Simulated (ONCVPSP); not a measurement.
# An all-electron radial function and its pseudo partner (zinc (Zn))

Columns: radius, all-electron u(r) and pseudo u(r) of the 3d shell (level -51.06 eV) of zinc in the configuration [Ne] 3s2 3p6 3d9; LDA (Perdew-Zunger), scalar-relativistic, ONCV scheme, ONCVPSP 4.0.1.

```csv
r (bohr),all-electron,pseudo
0.053,0.0296,0.0092
0.105,0.1440,0.0648
0.158,0.3193,0.1925
0.210,0.5064,0.3798
0.262,0.6794,0.5990
0.315,0.8259,0.8130
0.368,0.9369,0.9767
0.420,1.0126,1.0682
0.473,1.0594,1.0989
0.525,1.0805,1.0964
0.578,1.0824,1.0849
0.630,1.0694,1.0694
0.683,1.0452,1.0452
0.735,1.0137,1.0137
0.788,0.9764,0.9764
0.840,0.9364,0.9364
0.893,0.8937,0.8937
0.945,0.8510,0.8510
0.998,0.8073,0.8073
1.050,0.7649,0.7649
1.102,0.7234,0.7234
1.155,0.6822,0.6822
1.208,0.6424,0.6424
1.260,0.6048,0.6048
1.313,0.5681,0.5681
1.365,0.5336,0.5336
```

**Question.** How many radial nodes do the two functions have?

**Answer.** The all-electron 3d function has n − l − 1 = 0; the pseudo-wave has 0.

**Question.** At about which radius was the pseudo-wave matched?

**Answer.** 0.65 bohr, where the columns begin to agree (steps of 0.05 bohr).

**Question.** Is the pseudo-wave norm-conserving?

**Answer.** Yes: the ONCV scheme keeps the norm inside the radius equal to the all-electron one, which fixes the energy derivative of the logarithmic derivative at the level.
